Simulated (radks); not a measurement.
Species: the rhodium ion Rh24+. Configuration: [Ar] 3d3.

Calculated with a radial shooting solver on a logarithmic mesh with Libxc functionals: scalar-relativistic Kohn-Sham, SCAN, spin-polarised, spherical densities, finite nucleus; open shells are filled with parallel spins first (spin-orbit coupling, left out, can overturn this in heavy ions); meta-GGA in the generalised Kohn-Sham scheme; Fermi nuclear charge, rms radius 4.4945 fm.

Energy parts (hartree):
part                       energy
total                 -4435.13078
kinetic                4606.19891
electron-nucleus      -9915.49397
Hartree                 980.68030
exchange-correlation   -106.51602

Orbitals (lengths in bohr, moments of r in powers of bohr):
| orbital | occ. | eigenvalue (hartree) | <r^2> |
|---|---|---|---|
| 1s up | 1 | -884.7821 | 0.001439 |
| 1s down | 1 | -884.7748 | 0.001439 |
| 2s up | 1 | -159.5501 | 0.02343 |
| 2s down | 1 | -159.1314 | 0.02334 |
| 2p up | 3 | -146.7630 | 0.01844 |
| 2p down | 3 | -146.4529 | 0.01835 |
| 3s up | 1 | -53.21717 | 0.1490 |
| 3s down | 1 | -52.76345 | 0.1502 |
| 3p up | 3 | -48.99878 | 0.1454 |
| 3p down | 3 | -48.51980 | 0.1468 |
| 3d up | 3 | -42.97237 | 0.1199 |

The highest occupied level is 3d up at -1169.3 eV. The electron density at the nucleus is 1.239e+05 e/bohr^3 (large components only). The spin density at the nucleus is -6.34 e/bohr^3 (1s -1.09, 2s -26.34, 3s 21.09). The density falls to 0.001 e/bohr^3 at r = 1.05 bohr. For comparison, the ionisation energy in NIST's Atomic Spectra Database is 1202 eV (theoretical). In exact Kohn-Sham theory the highest level is minus the ionisation energy, but local and semilocal functionals leave it too shallow, through self-interaction and a potential that decays too fast; potentials with the right tail come closer.

Empty levels of this run are not shown, since the potential may be unsettled where no density lies.
